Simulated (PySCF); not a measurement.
disiloxane (H₆OSi₂), SMILES [SiH3]O[SiH3].

Geometry optimised at PBE0-D3(BJ)/def2-SVP.

All values below come from PySCF with PBE/def2-TZVPD.

Isolated molecule, no solvent.

Computed frontier levels, gap, dipole moment and polarisability:
```yaml
highest_occupied_level: -7.31 eV
lowest_empty_level: -1.29 eV
orbital_gap: 6.02 eV
dipole_moment: 0.27 D
quadrupole, principal values (traceless, Buckingham form, about the centre of nuclear charge): -1.10, -0.78, 1.88 D·Å
mean_static_polarisability: 61.6 bohr³ (9.12 Å³)
polarisability_principal_values: 57.6, 57.9, 69.2 bohr³
```
